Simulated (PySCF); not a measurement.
C5H7F, SMILES F[C@@H]1C(CC1)=C. Atoms are numbered in the order given.

```xyz
13

C      1.7440     0.8157     0.5438
C      0.4755     0.6170     0.2052
C     -0.8772     1.0201     0.7717
C     -1.4456    -0.2933     0.1622
C     -0.1923    -0.3654    -0.7331
F      0.4053    -1.5890    -0.8948
H      2.0199     1.5034     1.3495
H      2.5477     0.2789     0.0303
H     -0.9426     1.1442     1.8628
H     -1.2861     1.9216     0.2869
H     -1.4179    -1.1162     0.8915
H     -2.4276    -0.2618    -0.3311
H     -0.3674     0.0659    -1.7357
```

Geometry: ωB97X-D3(BJ)/def2-SVP. The structure was generated by enumeration; whether it is a known compound was not checked.

Level of theory: PBE/def2-TZVP (PySCF).

Atomic charges (e):

| atom | Mulliken | Löwdin | meta-Löwdin |
|---|---|---|---|
| C1 | -0.31 | -0.19 | -0.29 |
| C2 | -0.04 | -0.19 | 0.01 |
| C3 | [?] | -0.20 | -0.23 |
| C4 | -0.16 | -0.21 | -0.23 |
| C5 | 0.15 | -0.30 | 0.18 |
| F6 | [?] | 0.14 | -0.29 |
| H7 | [?] | 0.13 | 0.13 |
| H8 | [?] | 0.13 | 0.13 |
| H9 | 0.11 | 0.14 | 0.12 |
| H10 | 0.10 | 0.14 | 0.12 |
| H11 | [?] | 0.14 | 0.13 |
| H12 | [?] | 0.13 | 0.11 |
| H13 | [?] | 0.14 | 0.11 |

**Question.** Complete the blanks. (The exact figures need the calculation; the answer reports its results.)

**Answer.** 
- C3, Mulliken: -0.15
- F6, Mulliken: -0.19
- H7, Mulliken: 0.12
- H8, Mulliken: 0.13
- H11, Mulliken: 0.10
- H12, Mulliken: 0.10
- H13, Mulliken: 0.06

**Question.** Give the Mayer and Wiberg (Löwdin basis) orders of the bonds. (An estimate is asked for; the answer gives what the named calculation found.)

**Answer.** 
| bond | Mayer | Wiberg |
|---|---|---|
| C1–C2 | 1.86 | 2.09 |
| C2–C3 | 1.00 | 1.13 |
| C3–C4 | 1.04 | 1.15 |
| C2–C5 | 0.99 | 1.10 |
| C4–C5 | 1.03 | 1.14 |
| C5–F6 | 1.12 | 1.69 |
| C1–H7 | 0.95 | 0.88 |
| C1–H8 | 0.95 | 0.88 |
| C3–H9 | 0.93 | 0.87 |
| C3–H10 | 0.91 | 0.85 |
| C4–H11 | 0.92 | 0.85 |
| C4–H12 | 0.94 | 0.88 |
| C5–H13 | 0.95 | 0.83 |
